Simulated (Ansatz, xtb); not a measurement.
**Two isomers of CH8N2Si3**

Structure X is `N#C[Si@@H]([SiH3])N[SiH3]`, a singlet and structure Y is `N#C[SiH2]N[SiH2][SiH3]`, a singlet. Both are isolated molecules in the gas phase, relaxed with r2SCAN-D4/def2-SVP; each stands in its lowest conformer found.

**Question.** Estimate which is lower in electronic energy at CCSD(T)/def2-SVP + ΔMP2/def2-TZVPP, and by roughly how much.

**Answer.** Too close to call at this level: CCSD(T)/def2-SVP + ΔMP2/def2-TZVPP gives E(Y) − E(X) = +0.43 kcal/mol.

Level by level:

```tsv
level	geometry	E(Y) − E(X) (kcal/mol)	departure from the last row (kcal/mol)	job, with rough time for the two
r2SCAN-D4/def2-SVP	r2SCAN-D4/def2-SVP	+0.37	−0.06	optimisation, 89 s
HF/def2-SVP	r2SCAN-D4/def2-SVP	+0.40	−0.03	part of the CCSD(T) run
MP2/def2-SVP	r2SCAN-D4/def2-SVP	+0.60	+0.18	part of the CCSD(T) run
CCSD(T)/def2-SVP	r2SCAN-D4/def2-SVP	+0.49	+0.06	single point
CCSD(T)/def2-SVP + ΔMP2/def2-TZVPP	r2SCAN-D4/def2-SVP	+0.43		single point, 35 s
```

As drawn, both hold the same kinds of bond in the same numbers.

The largest departure from CCSD(T)/def2-SVP + ΔMP2/def2-TZVPP is that of MP2/def2-SVP, 0.18 kcal/mol. A small imaginary or near-zero mode remains, so no thermal terms are given. Levels run at GFN2-xTB geometries aren't shown. The last row adds to CCSD(T) the change of the MP2 difference between the two basis sets, here −0.06 kcal/mol.

The correlated steps freeze 18 core orbitals. Programs: Ansatz 0.2.0, xtb 6.7.1; the last row on 2 threads of Intel(R) Xeon(R) 6975P-C (Granite Rapids) on a shared host.
